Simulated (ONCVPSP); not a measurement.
Transferability test, ONCV potential for magnesium

magnesium, optimised norm-conserving Vanderbilt (ONCV), made with ONCVPSP 4.0.1 (LDA (Perdew-Wang 92), non-relativistic). Core [Ne], reference 3s2. Waves: 3s: rc 2.45 bohr, ncon 3, nbas 6, qcut 2.2 1/bohr, 2 projectors, debl 0.5 Ha; p scattering state at 0.09 Ha: rc 2.60 bohr, ncon 4, nbas 9, qcut 2.8 1/bohr, 3 projectors, debl 2 Ha. Local part: polynomial inside 2.15 bohr (lpopt 5, dvloc0 3 Ha). Core correction: Teter function fitted to the true core (icmod 2), fcfact 0.6.

In the p channel the program set the typed energies aside and used 0.050, 2.050, 4.050 Ha.

Energies are relative to the spin-unpolarised reference configuration 3s2; without spin polarisation the order of configurations can differ from experiment.

Task: Give the all-electron excitation energy and the error of the potential for: 3s1; 3s1.5; 3s1 3p1; 3s0 3p2.

Result:

```
valence configuration  charge  ΔE all-electron (eV)  error AE − PS (meV)
                  3s1      +1                 8.056                 -3.0
                3s1.5    +0.5                 3.184                 -0.2
              3s1 3p1       0                 3.505                 -7.0
              3s0 3p2       0                 7.231                  -37
```

Levels in the configuration 3s1.5:

```json
{"level": "3s", "all-electron (eV)": "-8.014", "pseudo (eV)": "-8.016"}
```
